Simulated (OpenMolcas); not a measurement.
Ir5+ (d4) among equal point charges was computed by CASSCF with the d shell active (OpenMolcas, ANO-RCC-VDZP on the metal). Its lowest spin-free states, and all those of the highest spin:

```csv
2S+1,Degeneracy,E (cm-1)
5,3,0.0
5,2,1789
3,3,18730
3,3,19396
3,3,20297
3,2,20773
3,3,22334
3,3,22861
3,3,23523
3,1,23824
3,3,24239
3,2,24994
```

Q: Is the site octahedral, tetrahedral or cube-like, axial, or of lower symmetry?

A: The states with 2S+1 = 5 have orbital degeneracies 3, 2. Threefold states need a cubic site. For d4 at this spin an octahedron puts the twofold E below the threefold T2 and a tetrahedron or cube puts the threefold T2 below the twofold E, so the site is a tetrahedron or a cube, which this pattern cannot tell apart. The first gap at this spin, 1790 cm-1, is |10Dq| in ligand-field theory. The run had Ir5+ among 4 point charges of -2 e arranged as a tetrahedron (Td), 2.25 Å from the ion.

Spin-orbit coupling mixes the spin-free states strongly: the lowest level takes only 43 % from its leading state, 5T2. Without dynamic correlation the repulsion within the d shell is too large (B by tens of per cent), so at a given field states of lower spin stand too high. Point charges give a weaker field than real ligands, and real ions of this kind are as a rule low spin; the high spin found here belongs to the model. The ground term spreads over less than 5000 cm-1, several times less than with real ligands, so orbital moments are less quenched and χT lies further from the spin-only value than at real sites. This is an electrostatic model: the charges have no orbitals. No measured value stands beside these numbers.
